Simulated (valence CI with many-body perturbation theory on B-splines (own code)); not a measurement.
# Basis-set convergence for Hg48+

Computed by configuration interaction combined with many-body perturbation theory (CI+MBPT): four valence electrons over a frozen Dirac-Fock core [Ar] 3d10, a basis of 9 s, 9 p, 8 d, 6 f, 3 g, 1 h functions for each j, with the one-electron correlation potential Σ1 (screened to all orders), the two-electron term Σ2, the three-electron term Σ3, Breit, model QED; selected single and double excitations, second order for the rest, scaled by the run's own slope (own B-spline code, finite nucleus).

The last digits are not significant, and no measured levels were compared; by estimate large intervals hold to a few tenths of a per cent, small ones and those within an open d or f shell to about a per cent.

The reference run has the lowest level (4s^2 4p1/2^2) J=0 and an ionisation energy of 2747.90 eV. Its largest variational space holds 20000 state functions.

Levels are named by their leading jj configuration (3d3/2^4 stands for four electrons in 3d with j = 3/2), which in mixed levels can hold well under half, so a name can repeat and another be missing. Letters in brackets count levels of one name in rising energy.

Changed runs:
A. basis 6 s, 6 p, 5 d, 3 f, 1 g
B. basis 5 s, 5 p, 4 d, 2 f

Excitation energies of the reference run in cm⁻¹, and shifts in cm⁻¹:

```
                     Level  Reference       A      B
    (4s^2 4p1/2 4p3/2) J=1    1138290    -136   -494
    (4s^2 4p1/2 4p3/2) J=2    1177010     -18   -9.3
    (4s 4p1/2^2 4p3/2) J=2    2041070    -138   -451
    (4s 4p1/2^2 4p3/2) J=1    2173420    +3.3   +147
        (4s^2 4p3/2^2) J=2    2344800    -124   -364
        (4s^2 4p3/2^2) J=0    2428230    +1.4   +154
    (4s^2 4p1/2 4d3/2) J=2    2545060     +18   +270
    (4s^2 4p1/2 4d3/2) J=1    2712980    +311  +1559
    (4s^2 4p1/2 4d5/2) J=2    2869280    -0.3   +206
    (4s^2 4p1/2 4d5/2) J=3    2879930    +148   +849
(4s 4p1/2 4p3/2^2) J=2 [a]    3159660    -197   -603
    (4s 4p1/2 4p3/2^2) J=3    3233330     -90   -189
    Ionisation energy (eV)    2747.90  -0.043  -0.16
```
